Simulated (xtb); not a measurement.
CH$_{5}$Ge (SMILES [CH2][GeH3]), doublet, from a rough starting geometry.

Here is a job for xtb.
```
$ xtb mol.xyz --gfn 2 --uhf 1 --opt vtight --json

# file mol.xyz
7

C      1.18619276    -0.09805155    -0.00256940
Ge    -0.77786974     0.08292437    -0.00029721
H      1.81427991     0.72847033    -0.07721425
H      1.57018939    -1.04686052     0.07957294
H     -1.30794888    -0.37569134     1.35192746
H     -1.09195736     1.46599566    -0.21573915
H     -1.38673476    -0.74284992    -1.07032866
```

Question: What does this run give for the total energy at the end of the optimisation, dipole moment?

Answer: 
```
Item                                              Value
-------------------------------------------  ----------
total energy at the end of the optimisation  -6.5090 Eh
dipole moment                                    0.76 D
```
